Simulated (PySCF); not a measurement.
**Dipole moment and polarisability of `C#C[P@]1(=O)C=CCC1`**

C₆H₇OP.
Atom-mapped SMILES: `[CH:1]#[C:2][P@:3]1(=[O:4])[CH:5]=[CH:6][CH2:7][CH2:8]1` (hydrogens: H9 on C1; H10 on C5; H11 on C6; H12, H13 on C7; H14, H15 on C8)

Structure used (GFN2-xTB), in Å, numbered top down from 1:
```
atom  x, y, z in Å
C1     2.9594    0.0886    0.6373
C2     2.0147   -0.0127   -0.0974
P3     0.6710   -0.1627   -1.2520
O4     1.0896   -0.5205   -2.6095
C5    -0.3151    1.3329   -0.9861
C6    -1.3064    1.0943   -0.1390
C7    -1.4148   -0.2861    0.4396
C8    -0.5706   -1.2329   -0.4144
H9     3.7801    0.1766    1.2894
H10   -0.1109    2.2734   -1.4685
H11   -2.0239    1.8391    0.1736
H12   -1.0393   -0.2589    1.4671
H13   -2.4584   -0.6060    0.4836
H14   -1.1674   -1.6812   -1.2133
H15   -0.1124   -2.0358    0.1620
```

Level: B3LYP/def2-SVPD (PySCF), static field, nuclei fixed, core orbitals frozen in the response. The polarisability tensor in these axes (au):

```
x   106.34  -0.42   0.97
y    -0.42  77.23   0.11
z     0.97   0.11  85.99
```

Q: Diagonalise the tensor; give its mean and Δα, where Δα² is half the sum of the squared differences of the eigenvalues.

A: Principal values 77.22, 85.94 and 106.39 au; mean 89.85 au = 13.31 Å³ = 14.81 × 10⁻⁴⁰ C²·m²/J; Δα = 25.94 au (29 % of the mean).

Q: What is the dipole moment, and where does it point?

A: (-1.96, 0.95, 4.51) D, 5.01 D in size, pointing from the negative to the positive side. Measured along this direction, the outermost atoms are O4 at the negative end and H12 at the positive end.

Q: Refractivity n − 1 of an ideal gas of it at 273.15 K and 1 atm, from the electronic α?

A: N = p/kT = 2.6868 × 10¹⁹ cm⁻³, so n − 1 = 2π × N × 13.31 × 10⁻²⁴ cm³ = 2248 × 10⁻⁶ at long wavelengths, for an ideal gas.

Q: What molar refraction does this α imply?

A: Lorentz–Lorenz: R = (4π/3)N_A α = 2.5225 cm³/(mol·Å³) × 13.31 Å³ = 33.6 cm³/mol, in the limit of long wavelengths.

Q: Give the principal axes and the span of the nuclei along them.

A: Largest value along (1.00, -0.01, 0.05), where the nuclei span 6.26 Å; middle along (-0.05, 0.01, 1.00), 4.18 Å; least along (0.01, 1.00, -0.01), 4.33 Å. The strongest response lies along the longest span, while the other two are in reverse order.

Q: Give the eigenvalues of the traceless quadrupole moment Θ = ½Σq(3rr − r²1), origin at the centre of nuclear charge.

A: -15.46, 3.63, 11.83 D·Å. The values depend on the origin, since the dipole doesn't vanish. The electronic extent ⟨r²⟩ about the same centre is 1019 bohr², a root-mean-square distance of 2.08 Å for the 66 electrons.

The structure is a single GFN2-xTB conformer in the gas phase; no vibrational or solvent corrections.
